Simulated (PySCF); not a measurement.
Compound: (Z)-1,2,3,3,3-pentafluoropropene, C3HF5.
SMILES with atom numbers: `[F:1]/[CH:2]=[C:3](\[F:4])[C:5]([F:6])([F:7])[F:8]` (hydrogens: H9 on C2)

Level: PBE0/pcSseg-1 and PBE0/def2-SVPD in PySCF, non-relativistic, on one gas-phase PBE0-D3(BJ)/def2-SVP geometry that isn't relaxed in the solvent. The solvent is an IEF-PCM continuum (cavity from Bondi-type radii × 1.2). Only the electrostatic response of the medium enters.

Gas phase at PBE0/pcSseg-1: HOMO -8.31 eV, LUMO -0.61 eV, dipole 1.58 D.

What does the continuum do to the energy, the frontier levels and the dipole at PBE0/pcSseg-1 in acetone and acetonitrile?

| solvent | ε | E(solvent) − E(gas) (kJ/mol) | polarisation term (kJ/mol) | distortion of the solute (kJ/mol) | HOMO (eV) | LUMO (eV) | dipole (D) |
| --- | --- | --- | --- | --- | --- | --- | --- |
| acetone | 20.49 | -10.09 | -11.44 | 1.35 | -8.07 | -0.33 | 1.99 |
| acetonitrile | 35.69 | -10.46 | -11.91 | 1.45 | -8.06 | -0.32 | 2.00 |

The first energy column is the sum of the next two and covers electrostatics alone. From acetone to acetonitrile the lowering changes by a factor 1.04, Onsager's factor (ε − 1)/(2ε + 1) by 1.03 and ε itself by 1.7.

Which radius a makes the point-dipole formula ΔE = −[(ε − 1)/(2ε + 1)]·μ²/a³ give the value in acetonitrile, with the gas-phase dipole?

μ = 0.622 au and |ΔE| = 0.00399 Eh give a = 1.90 Å; the farthest nucleus lies 2.58 Å from the centroid of the nuclei, so such a sphere wouldn't even hold the nuclei. The formula assumes a rigid point dipole at the centre of a sphere.

Which Hirshfeld charges (PBE0/pcSseg-1) respond most in acetone (means over atoms taken as equivalent)?

```tsv
atoms	environment	gas (e)	solvent (e)	change
H9	vinylic hydrogen	+0.067	+0.081	+0.014
C2	vinylic C–F carbon	+0.034	+0.045	+0.011
F4	vinyl fluorine	-0.063	-0.073	-0.010
F1	vinyl fluorine	-0.060	-0.066	-0.006
F6/F7/F8	fluorine of a CF3 group	-0.084	-0.087	-0.003
C3	vinylic C–F carbon	+0.024	+0.021	-0.003
```

Gas phase at PBE0/def2-SVPD: HOMO -8.47 eV, LUMO -0.78 eV, dipole 1.57 D.

What does the continuum do to the energy, the frontier levels and the dipole at PBE0/def2-SVPD in acetone?

```csv
solvent,ε,E(solvent) − E(gas) (kJ/mol),polarisation term (kJ/mol),distortion of the solute (kJ/mol),HOMO (eV),LUMO (eV),dipole (D)
acetone,20.49,-9.81,-11.36,1.55,-8.22,-0.49,2.03
```

How does the static polarisability (PBE0/def2-SVPD, frozen core, with the continuum's full static response) change?

```tsv
medium	isotropic (au)	principal values (au)	⟨r²⟩ of the electrons (bohr²)
gas	41.4	32.9, 39.3, 52.1	883.8
acetone	50.7	40.7, 47.5, 63.9	884.1
```

The isotropic value in acetone is 1.22 times the gas-phase one; no cavity-field correction is applied. ⟨r²⟩ is taken about the centre of nuclear charge.

Conformer computed: `[F:1]/[CH:2]=[C:3](\[F:4])[C:5]([F:6])([F:7])[F:8]`: C2–C3–C5–F6 119°.
